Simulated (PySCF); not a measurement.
## Correlation energy of Se²⁺ (selenium, charge +2)

[Ar] 3d10 4s2 4p2, high-spin 3P determinant. All numbers are calculated (PySCF 2.14, a scalar-relativistic core potential, in aug-cc-pVTZ-PP with ECP10MDF). Frozen: 3s2 3p6 3d10; 4 electrons correlated.

```tsv
level	correlation energy (mhartree)
CCSD	-73.10
(T)	-1.50
CCSD(T)	-74.60
```

Diagnostics: T1 = 0.0064, D1 = 0.0169, largest double amplitude 0.092.

Task: Is a single reference adequate?

Result: Mostly. T1 lies below 0.03, but a double amplitude of this size points to a near-degeneracy that CCSD handles and MP2 describes poorly.
